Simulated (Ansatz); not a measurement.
Computed with frozen-core CCSD(T)/cc-pVTZ // B3LYP-D3(BJ)/def2-TZVP (Ansatz, a program for electronic structure). The geometry is that of the parent before the electron was removed.

Ansatz 0.2 input:
```yaml
crystal:
  periodic: [false, false, false]
  atoms:
    - { symbol: N, position_ang: [2.373619, -0.452214, 0.070526] }
    - { symbol: Si, position_ang: [0.805956, -0.200293, 0.008285] }
    - { symbol: Si, position_ang: [-0.814057, 1.317192, 0.361276] }
    - { symbol: Si, position_ang: [-1.414953, -0.636473, -0.33995] }
    - { symbol: H, position_ang: [2.857166, -1.304222, -0.171135] }
    - { symbol: H, position_ang: [-1.221221, 2.689689, 0.775642] }
    - { symbol: H, position_ang: [-2.601158, -1.460522, -0.721814] }
basis:
  gaussian: { orbitals: cc-pVTZ }
correlation:
  method: ccsd_t
total_charge: 1
magnetization:
  spin_polarized: true
  initial_magnetization: 1
```

Output:

```
Functional definition: HF
1034 factors; integrals over basis functions are off by at most 1.1e-3 eV
mean field evaluation 1: about -25096.4148 eV, gradient 4.4e1 eV
mean field evaluation 2: about -25096.4317 eV, gradient 4.4e1 eV
mean field evaluation 4: about -25106.0625 eV, gradient 7.6e0 eV
mean field evaluation 8: about -25106.9822 eV, gradient 1.7e0 eV
mean field evaluation 16: about -25107.4540 eV, gradient 2.1e-2 eV
mean field evaluation 32: about -25107.3980 eV, gradient 1.2e0 eV
mean field evaluation 64: about -25107.4536 eV, gradient 1.6e-5 eV
mean field evaluation 96: about -25104.0089 eV, gradient 5.4e0 eV
mean field evaluation 128: about -25107.1994 eV, gradient 3.5e0 eV
mean field evaluation 160: about -25107.1064 eV, gradient 4.5e-3 eV
mean field evaluation 192: about -25104.8740 eV, gradient 8.1e-3 eV
mean field evaluation 224: about -25104.8759 eV, gradient 1.5e-1 eV
mean field evaluation 256: about -25104.6862 eV, gradient 2.3e0 eV
mean field evaluation 288: about -25107.4361 eV, gradient 3.0e-1 eV
mean field evaluation 320: about -25104.8765 eV, gradient 2.3e-4 eV
mean field -25107.45359305 eV, -922.6819011014 hartree, gradient 1.4e-6 eV, S^2 0.873809; 11 other end points of the search recorded, 0 dependent functions left out
determinant -25107.45359305 eV, -922.6819011014 hartree, with singles and doubles -25121.92833545 eV, -923.2138380733 hartree
determinant -25107.10640541 eV, -922.6691421907 hartree, with singles and doubles -25121.59659792 eV, -923.2016469437 hartree
determinant -25104.87652514 eV, -922.5871956024 hartree, with singles and doubles -25120.29900743 eV, -923.1539613727 hartree
determinant -25107.45359305 eV, -922.6819011014 hartree, with singles and doubles -25121.79685566 eV, -923.2090062801 hartree
determinant -25107.10640541 eV, -922.6691421907 hartree, with singles and doubles -25121.45234400 eV, -923.1963457100 hartree
16 core orbitals not correlated
reference -25107.45359305 eV, -922.6819011014 hartree; 10, 9 occupied and 148, 149 virtual orbitals, 1034 factors
second order -13.00572064 eV of doubles, -0.00000000 eV of singles
cycle   1  -14.34326136 eV  change    1.3e-6 eV  update   4.7e-6
perturbative correction -0.84121288 eV, -0.0309140030 hartree
Total energy: -25122.63806729 eV, -923.2399202370 hartree
```

Cost: very roughly 8 core-minutes.
